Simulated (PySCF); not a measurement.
Homolysis of single bonds, series C NH2-SH. Gas-phase values, no solvent. One relaxed conformer stands for each flexible species; it need not be the lowest. Strings in code marks are SMILES.

A: radical fragment (`N[C](N)S`)
B: radical fragment (`S[C](S)S`)
C: radical fragment (`[C](N)(S)S`)

Rank these by highest occupied spin orbital (lowest first), as PBE0-D4/def2-TZVP (PySCF) gives it.

B (-5.06 eV), C (-4.60 eV), A (-4.23 eV)
